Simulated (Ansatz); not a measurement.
Species: pyrimidine, C₄H₄N₂, net charge 0, singlet state. SMILES: c1cncnc1
Structure (B3LYP-D3(BJ)/def2-TZVP (Ansatz, a program for electronic structure) minimum search):
```
C
H 1 1.0812
C 1 1.3872 2 121.69
N 3 1.3327 1 122.14 2 -180.00
C 4 1.3317 3 116.11 1 0.00
N 5 1.3317 4 126.86 3 0.00
C 6 1.3327 5 116.11 4 0.00
H 5 1.0847 6 116.57 7 180.00
H 7 1.0850 6 116.65 5 180.00
H 3 1.0850 4 116.65 5 -180.00
```
Charge 0, spin multiplicity 1.

Atomisation energy built up term by term with Ansatz (kcal/mol; UHF references for open shells; valence terms freeze the core; atomic spin-orbit terms are left out). CBS marks a two-point X^-3 extrapolation of the correlation energy; Hartree-Fock from the larger set (for Q and 5 zeta extrapolated as (X+1)exp(-9√X)).

The Hartree-Fock reference is unstable (checked in the largest basis), which strains HF and MP2. 

```csv
term,basis,kcal/mol
Hartree-Fock,"CBS(cc-pVQZ,cc-pV5Z)",764.09
CCSD correlation,"CBS(cc-pVQZ,cc-pV5Z)",[?]
(T),"CBS(cc-pVQZ,cc-pV5Z)",[?]
core correlation,cc-pwCVTZ,5.68
scalar relativity (X2C),cc-pVTZ-DK against cc-pVTZ,-1.04
sum: De,,[?]
```

**Question.** Some entries are withheld; supply them.

**Answer.** 
- CCSD correlation, kcal/mol: 312.59
- (T), kcal/mol: 29.40
- sum: De, kcal/mol: 1110.7
